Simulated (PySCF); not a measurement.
**Relaxation of singlet Ru2H6**

These are results of PBE0 in PySCF with Ru def2-TZVP with ECP28, H def2-TZVP; scalar-relativistic core potentials, no spin–orbit coupling; density-fitted integrals, not measurements. A (50,194) grid was used.

A start displaced from a saddle point along its imaginary mode, with no symmetry imposed:

```xyz
8
charge 0 multiplicity 1, angstrom
Ru   -0.0020    0.0004    1.1192
Ru   -0.0020    0.0004   -1.1192
H     1.5031   -0.0228    1.5421
H    -0.6580    1.2954    1.7344
H    -0.6442   -1.3170    1.6909
H     0.8280    1.2329   -1.6207
H    -1.4413   -0.0228   -1.7695
H     0.8142   -1.2545   -1.5772
```

(1) What does it relax to?

(2) How much energy is released, and in how many steps?

Answers

(1) It ends at C2 with Ru–H 1.543 Å (×2), Ru–H 1.590 Å (×2), Ru–H 1.593 Å (×2), Ru–Ru 2.144 Å; H–Ru–H 81.9° (×2), H–Ru–H 82.8° (×2), H–Ru–H 128.1° (×2), H–Ru–Ru 87.7° (×2), H–Ru–Ru 111.7° (×2), H–Ru–Ru 116.9° (×2) (after a last refinement on a finer grid). A frequency run shows a minimum. Other isomers or separated fragments may lie lower.

(2) 44.2 kJ/mol in 27 steps.
